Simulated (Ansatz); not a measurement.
Cost and result up the ladder for (LiI)3 ring (Li3I3) (6 atoms). Total charge 0; singlet. Geometry: PBE0-D4/def2-SVP.

| atom | x (Å) | y (Å) | z (Å) |
| --- | --- | --- | --- |
| Li1 | -1.528 | -1.328 | -0.594 |
| I2 | -2.368 | 1.008 | -1.211 |
| Li3 | -0.229 | 2.075 | -0.304 |
| I4 | 2.059 | 1.790 | 0.801 |
| Li5 | 1.757 | -0.748 | 0.898 |
| I6 | 0.308 | -2.797 | 0.410 |

Ansatz on 4 threads of Arm Neoverse V1 on a shared host. Times are rough, and most runs start from the orbitals of an earlier one. ωB97M-V/def2-TZVP serves as the yardstick here, not as an exact answer. Differences are given only for rows in sets of like size (and for xTB, whose basis is part of the method), since another set adds its own error. Binding counts from free atoms at the same level (Li doublet, I doublet; other spins of the atoms weren't run), without zero-point energy or a counterpoise term.

In the def2 sets I takes a core potential; there is no spin–orbit coupling. B3LYP takes the VWN-RPA correlation. Correlated methods freeze 12 core orbitals; core or outer-core shells of Li, I are correlated, in sets that lack core-valence functions. The rows differ in basis, and correlated rows in double-zeta sets carry the largest basis error.

Correlated methods converge slowly with the basis, most of all in double-zeta sets.

```tsv
level	functions	wall time
PBE-D4/def2-SVP	105	1.4 s
LDA (SPW92)/def2-TZVP (with forces)	192	1.8 s
PBE0-D4/def2-SVP	105	2.2 s
PBE-D4/def2-TZVP	192	2.3 s
BLYP-D4/def2-TZVP	192	2.3 s
HF/def2-TZVP	192	3.4 s
MP2/def2-TZVP	192	3.6 s
B3LYP-D4/def2-TZVP	192	3.6 s
PBE0-D4/def2-TZVP	192	4 s
r2SCAN-D4/def2-TZVP	192	4.9 s
BHLYP-D4/def2-TZVP	192	4.9 s
RPA@PBE/def2-TZVP	192	7.5 s
ωB97M-V/def2-TZVP	192	12 s
CCSD(T)/def2-SVP	105	16 s
```

Estimate what each level gives for the binding energy per atom (eV).


```
                              level  binding energy per atom (eV)  difference from ωB97M-V/def2-TZVP (eV)
                    PBE-D4/def2-SVP                          2.46                                       –
LDA (SPW92)/def2-TZVP (with forces)                          2.63                                    0.17
                   PBE0-D4/def2-SVP                          2.46                                       –
                   PBE-D4/def2-TZVP                          2.41                                   -0.05
                  BLYP-D4/def2-TZVP                          2.38                                   -0.09
                       HF/def2-TZVP                          1.92                                   -0.54
                      MP2/def2-TZVP                          2.43                                   -0.04
                 B3LYP-D4/def2-TZVP                          2.42                                   -0.05
                  PBE0-D4/def2-TZVP                          2.42                                   -0.04
                r2SCAN-D4/def2-TZVP                          2.44                                   -0.03
                 BHLYP-D4/def2-TZVP                          2.42                                   -0.04
                  RPA@PBE/def2-TZVP                          2.11                                   -0.36
                  ωB97M-V/def2-TZVP                          2.46                                    0.00
                   CCSD(T)/def2-SVP                          2.31                                       –
```
